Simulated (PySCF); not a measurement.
Method: PBE-D3(BJ)/def2-TZVP // B3LYP-D3(BJ)/def2-TZVP (PySCF). Gas-phase values, no solvent. 

Reference species (SMILES): `C=C=CC#N` (neutral, multiplicity 1).

```
Item            Value
-------------  ------
dipole moment  4.33 D
```

Changed species: `[C-]#[N+]C=C=C` (whole molecule; the reference has whole molecule).

**Question.** Give the shifts of the dipole moment.

**Answer.** the dipole moment decreases by 0.20 D, to 4.13 D.
